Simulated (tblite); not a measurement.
Compound: C₅H₈AlF.
SMILES with atom numbers: `[CH2:1]=[C:2]([AlH:3][F:4])[CH:5]1[CH2:6][CH2:7]1` (hydrogens: H8, H9 on C1; H10 on Al3; H11 on C5; H12, H13 on C6; H14, H15 on C7)

Computed with GFN2-xTB (tblite), gas phase: L-BFGS steps from a force-field or distance-geometry start until the largest atomic force falls under 0.01 eV/Å.

Step 43: E = -560.6716 eV
```
atom  x, y, z in Å  |  force x, y, z in eV/Å
C1      0.9267    1.5946   -0.8667    0.008  -0.018   0.092
C2      0.6630    0.5751   -0.0375   -0.072  -0.073  -0.143
Al3     2.1393   -0.6843    0.4232   -0.070   0.124   0.111
F4      3.5153   -0.0192    1.0379    0.149  -0.067  -0.075
C5     -0.7202    0.3027    0.4798   -0.039   0.078  -0.126
C6     -1.8160   -0.1268   -0.4583    0.067   0.105  -0.007
C7     -1.2108   -1.1127    0.4978   -0.030   0.018  -0.018
H8      1.9389    1.7831   -1.2139   -0.088  -0.087   0.058
H9      0.1896    2.3061   -1.2253   -0.044  -0.096   0.149
H10     2.1427   -2.2161    0.3555   -0.046   0.084   0.015
H11    -0.9974    0.9189    1.3324    0.014   0.031  -0.139
H12    -2.8309    0.2094   -0.2752    0.164  -0.037  -0.012
H13    -1.5675   -0.2080   -1.5079   -0.019  -0.024   0.073
H14    -1.8225   -1.4332    1.3253    0.003  -0.076   0.083
H15    -0.5542   -1.8817    0.1111    0.003   0.038  -0.062
```

Step 44: E = -560.6778 eV
```
atom  x, y, z in Å  |  force x, y, z in eV/Å
C1      0.9118    1.5927   -0.8598    0.030   0.020  -0.014
C2      0.6625    0.5650   -0.0382   -0.007  -0.010  -0.093
Al3     2.1493   -0.6809    0.4259   -0.100   0.063   0.080
F4      3.5351   -0.0384    1.0366    0.175  -0.013  -0.054
C5     -0.7179    0.3003    0.4806    0.001   0.010  -0.058
C6     -1.8050   -0.1245   -0.4636    0.041   0.089   0.013
C7     -1.2149   -1.1116    0.5023   -0.152  -0.017  -0.027
H8      1.9130    1.7901   -1.2254    0.014  -0.090   0.062
H9      0.1692    2.2995   -1.2156   -0.084  -0.101   0.180
H10     2.1631   -2.2122    0.3603   -0.067   0.077   0.009
H11    -0.9975    0.9167    1.3291    0.006   0.092  -0.090
H12    -2.8119    0.2267   -0.2823    0.046  -0.041  -0.029
H13    -1.5516   -0.2070   -1.5105   -0.011  -0.036   0.034
H14    -1.8478   -1.4242    1.3212    0.110  -0.064   0.013
H15    -0.5617   -1.8842    0.1176   -0.002   0.021  -0.025
```

Task: Estimate the geometry and energy of step 45. (The exact step hangs on the optimiser's Hessian estimate; all steps are aligned on step 44, rigid shifts and turns removed.)

Result: E = -560.6818 eV, largest force 0.328 eV/Å
```
atom  x, y, z in Å  |  force x, y, z in eV/Å
C1      0.9130    1.6113   -0.8542    0.007  -0.002  -0.036
C2      0.6552    0.5720   -0.0505    0.071   0.074  -0.065
Al3     2.1276   -0.6848    0.4293    0.102  -0.100   0.128
F4      3.5466   -0.0472    0.9909   -0.019  -0.097  -0.129
C5     -0.7202    0.3079    0.4715   -0.004  -0.117   0.022
C6     -1.8019   -0.1309   -0.4661   -0.029   0.004   0.048
C7     -1.1977   -1.1135    0.5004   -0.182   0.012  -0.069
H8      1.9152    1.8040   -1.2152    0.059  -0.081   0.042
H9      0.1774    2.3264   -1.2083   -0.089  -0.110   0.201
H10     2.1107   -2.2390    0.4178   -0.060   0.322   0.016
H11    -1.0023    0.9190    1.3215    0.002   0.132  -0.068
H12    -2.8124    0.2037   -0.2767    0.028  -0.023  -0.045
H13    -1.5538   -0.2089   -1.5133   -0.003  -0.049  -0.002
H14    -1.8285   -1.4351    1.3209    0.174  -0.034  -0.063
H15    -0.5330   -1.8767    0.1102   -0.057   0.070   0.018
```

The energy changes by -0.0040 eV. The first-order estimate −F·Δx gives -0.0099 eV and the mean of the old and new forces, exact on a quadratic surface, -0.0038 eV. The step makes an angle of 80° with the force vector and moves no atom by more than 0.082 Å.

What follows is the cost of the whole relaxation. Hardware: one thread, Arm Neoverse N1 (aarch64), shared host with 64 logical CPUs at a one-minute load of 56. Cost: 1.7 s of wall time.
